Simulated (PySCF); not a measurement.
Compound: ethyl methyl carbonate, C4H8O3.
Structure used (PBE0-D3(BJ)/def2-SVP), in Å, numbered top down from 1:
```
atom  x, y, z in Å
C1    -1.914    1.189    0.788
C2    -1.760   -0.244    0.332
O3    -0.456   -0.752    0.610
C4     0.496   -0.416   -0.251
O5     0.348    0.232   -1.255
O6     1.648   -0.923    0.175
C7     2.766   -0.657   -0.649
H8    -2.950    1.523    0.631
H9    -1.251    1.852    0.213
H10   -1.678    1.287    1.858
H11   -1.959   -0.337   -0.747
H12   -2.439   -0.913    0.877
H13    2.614   -1.056   -1.663
H14    3.621   -1.151   -0.173
H15    2.951    0.425   -0.727
```

All values: CAM-B3LYP/def2-SVPD (PySCF, non-relativistic), on one gas-phase PBE0-D3(BJ)/def2-SVP geometry that isn't relaxed in the solvent. The solvent is an IEF-PCM continuum (cavity from Bondi-type radii × 1.2), and excitations are vertical TDDFT with non-equilibrium linear response and a frozen core. Only the electrostatic response of the medium enters.

Gas-phase singlets (H = HOMO, L = LUMO):

```tsv
state	E (eV)	λ (nm)	f	leading configuration
S1	7.135	174	0.000	H→L+3 40%
S2	8.191	151	0.015	H→L 83%
S3	8.453	147	0.017	H-1→L 59%
S4	8.580	145	0.033	H-2→L 56%
S5	8.827	140	0.248	H-1→L+2 32%
```

Q: What are the lowest 5 singlets in cyclohexane (ε = 2.017)?

A: 
```tsv
state	E (eV)	λ (nm)	f	leading configuration	change by rank (eV)
S1	7.169	173	0.000	H→L+3 41%	+0.034
S2	8.258	150	0.017	H→L 84%	+0.067
S3	8.449	147	0.024	H-1→L 71%	-0.004
S4	8.610	144	0.090	H-2→L 60%	+0.030
S5	8.725	142	0.259	H-1→L+2 44%	-0.102
```

Q: Give the list for acetone (ε = 20.49), n² = 1.85.

A: 
| state | E (eV) | λ (nm) | f | leading configuration | change by rank (eV) |
| --- | --- | --- | --- | --- | --- |
| S1 | 7.222 | 172 | 0.000 | H→L+2 27% | +0.087 |
| S2 | 8.344 | 149 | 0.006 | H→L 78% | +0.153 |
| S3 | 8.461 | 147 | 0.024 | H-1→L 76% | +0.008 |
| S4 | 8.626 | 144 | 0.301 | H-1→L+1 21% | +0.046 |
| S5 | 8.712 | 142 | 0.043 | H-2→L 64% | -0.115 |

Q: How do the frontier levels move from gas to acetone?

A: 
```
orbital  gas (eV)  solvent (eV)  change (eV)
 LUMO+2      2.10          2.07        -0.03
 LUMO+1      1.68          1.87        +0.19
   LUMO      1.19          1.20        +0.01
   HOMO    -10.02        -10.23        -0.21
 HOMO-1    -10.30        -10.35        -0.05
 HOMO-2    -10.45        -10.62        -0.17
 HOMO-3    -11.27        -11.17        +0.10
```

The HOMO–LUMO gap goes from 11.20 to 11.43 eV. Rows go by rank; for HOMO-2, HOMO-1, HOMO and LUMO+1 the atom shares or the degeneracy differ between the runs, so the row needn't follow one orbital.
